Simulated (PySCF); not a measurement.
Input for PySCF: R-HF/STO-3G on GaH3Se (SMILES [GaH2][SeH]), a point of a bond scan (R = 2.108 Å).

```python
from pyscf import gto, scf, dft, mp
from pyscf.data.elements import chemcore

mol = gto.M(
    atom='''
    Ga    0.27485932    0.01121965   -1.15295017
    H    -1.18127163   -0.78155116   -2.45430582
    H     1.66169621    0.60371444   -1.55587958
    Se   -0.30399105   -0.02839877    1.11359069
    H     0.95711690    0.59005271    1.55216865
    ''',
    basis='sto-3g',
    charge=0, spin=0, verbose=3, max_memory=1800)
mf = scf.RHF(mol)
mf.conv_tol = 1e-8
mf.max_cycle = 100
mf.kernel()
if not mf.converged:
    mf = mf.newton().run(mf.mo_coeff, mf.mo_occ)
```

Output:

```
converged SCF energy = -4276.10945957256
```

The run converged.

Cost: about 0.3 core-seconds (a rough figure).
